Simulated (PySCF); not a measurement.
Species: C6H9FN (doublet state).
Z-matrix (Å and degrees, GFN2-xTB geometry), rows numbered from 1:
```
C 
C   1  1.5328
C   2  1.5486  1  112.16
C   3  1.4957  2  105.25  1  -119.11
C   4  1.3687  3  108.80  2    -1.63
F   5  1.3549  4  124.63  3   179.87
C   5  1.3857  4  113.20  3     0.60
N   7  1.3765  2  123.79  1   -65.21
H   1  1.0883  2  110.88  3  -179.85
H   1  1.0875  2  110.27  3   -60.27
H   1  1.0878  2  110.24  3    59.77
H   2  1.0962  1  108.01  3   122.44
H   3  1.0936  2  110.97  1     1.33
H   3  1.0937  2  111.47  1   120.28
H   4  1.0706  3  124.31  2   178.23
H   8  1.0094  7  114.72  2   166.49
H   8  1.0084  7  116.13  2    29.43
```

The hyperfine couplings belong to this conformer and change with its torsions.

As a line formula: `C[C@@H]1CC=C(F)[C]1N` [radical].

Computed with PySCF, UKS B3LYP, pcH-1 on C F H N, non-relativistic, mean-field spin-orbit, GIAO. Isolated species at its GFN2-xTB geometry, gas phase. Couplings are sensitive to structure, and on GFN2-xTB geometries they can be far from those on DFT ones. The SCF solution wasn't tested for stability.

The largest Mulliken spin populations are on C4 (+0.60), C7 (+0.50), C5 (-0.18) and N8 (+0.12). The positive populations add up to 1.30 and the negative ones to -0.30, together 2S = 1. The angles at C4 add up to 360.0°, so it is planar.

**Question.** McConnell's relation a(H) = Q·ρ ties the coupling of a proton on a planar π carbon to the spin population of that carbon. What Q do the computed values give?

**Answer.** 
| H | C | ρ(C) | a(H) (G) | a/ρ (G) |
| --- | --- | --- | --- | --- |
| H15 | C4 | +0.599 | -14.40 | -24.1 |

One proton gives one ratio, Q = -24.1 G, and no test of linearity. In every row coupling and population have opposite signs.

**Question.** List the C–H protons on four-coordinate carbons next to a three-coordinate spin centre, with their couplings and θ (C–H bond against the normal to the plane of the centre's neighbours, projected along the bond that joins the two).

**Answer.** 
```
β H  on  centre  θ (°)  cos²θ   a (G)
H13  C3      C4     32   0.72  +17.47
H14  C3      C4     29   0.76  +21.02
H12  C2      C7     32   0.71  +17.49
```

Couplings in gauss use g_iso = 2.0026.

The SMILES draws the unpaired electron on C7; the largest computed Mulliken spin population is on C4 (0.60 against 0.50).
